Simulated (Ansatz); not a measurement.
C2H5F3Sn⁺, that is SnEtF3 with one electron fewer. Charge 1, multiplicity 2. Geometry r2SCAN-D4/def2-SVP, that of the neutral singlet; atoms count from 1.

```xyz
11

Sn   -0.259    1.511    0.057
C    -0.498   -0.555   -0.469
C     0.572   -1.410    0.200
H    -0.451   -0.586   -1.568
H    -1.521   -0.824   -0.162
H     0.445   -2.466   -0.091
H     1.587   -1.104   -0.097
H     0.511   -1.360    1.298
F     1.530    2.147   -0.284
F    -0.519    1.854    1.937
F    -1.398    2.794   -0.821
```

In the def2 sets Sn takes a core potential; there is no spin–orbit coupling.

(1) Estimate the Mulliken populations from the PBE0/def2-TZVP orbitals of Ansatz.

(2) Where does the spin sit?

(3) And the Mayer bond orders between heavy atoms (over 0.3)?

Results:

(1) 
| atom | charge (e) | spin (α − β) |
| --- | --- | --- |
| Sn1 | 1.54 | 0.07 |
| C2 | -0.31 | 0.39 |
| C3 | -0.39 | 0.05 |
| H4 | 0.24 | 0.02 |
| H5 | 0.24 | 0.02 |
| H6 | 0.26 | 0.11 |
| H7 | 0.22 | 0.01 |
| H8 | 0.22 | 0.01 |
| F9 | -0.35 | 0.10 |
| F10 | -0.34 | 0.11 |
| F11 | -0.34 | 0.11 |
Mulliken values depend strongly on the basis.

(2) Summed by element: Sn 0.07, C 0.45, H 0.16, F 0.32, of 1 unpaired in all. Largest on single atoms: C2 0.39, F11 0.11, H6 0.11.

(3) Sn1–C2 0.60 (2.14 Å); Sn1–F9 0.91 (1.93 Å); Sn1–F10 0.92 (1.93 Å); Sn1–F11 0.93 (1.93 Å); C2–C3 1.12 (1.52 Å).
